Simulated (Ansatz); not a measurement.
```yaml
crystal:
  periodic: [false, false, false]
  atoms:
    - {symbol: Cl, position_ang: [-2.326056, -0.159708, 0.456282]}
    - {symbol: Si, position_ang: [-0.704340, 0.420525, -0.470318]}
    - {symbol: C, position_ang: [0.819165, -0.447963, 0.245051]}
    - {symbol: Br, position_ang: [1.094744, 0.128178, 2.055963]}
    - {symbol: H, position_ang: [-0.482227, 1.910310, -0.323583]}
    - {symbol: H, position_ang: [-0.722008, 0.060975, -1.946443]}
    - {symbol: H, position_ang: [1.718748, -0.269495, -0.290910]}
    - {symbol: H, position_ang: [0.697886, -1.533265, 0.267607]}
basis:
  gaussian: {orbitals: STO-3G, final_grid: {core_spheres: 8, valence_spheres: 7, degree: 23}}
hamiltonian: {xc: {name: B3LYP-D3}}
```

```sh
$ ansatz run in.yaml --threads 4 --pin off --events-out ev --progress --plain --max-ram 10444MiB
```

Shortened log:

```
Error: YAML parse error: error: line 14 column 19: hamiltonian.xc: no functional is named "B3LYP-D3"; the names, which are not case-sensitive, are SVWN5, SPW92, PBE, PBE0, PBEsol, revPBE, revPBE0, RPBE, rPW86-PBE, HSE06, wPBEh, LC-wPBE, HISS, HF, BLYP, B3LYP, B3LYP5, BHLYP, CAM-B3LYP, r2SCAN, r2SCANh, r2SCAN0, r2SCAN50, m-r2SCAN, B97, wB97, wB97X, wB97X-V, B97M-V, wB97M-V, B2PLYP, B2GP-PLYP, PBE0-DH, PBE-QIDH
12 | basis:
13 |   gaussian: {orbitals: STO-3G, final_grid: {core_spheres: 8, valence_spheres: 7, de…
14 | hamiltonian: {xc: {name: B3LYP-D3}}
```

Problem. Something in this input is off. What?

Solution. The method's name isn't one that the program takes here. The input was rejected before any iteration.

HSE06 is defined as in plane-wave codes.
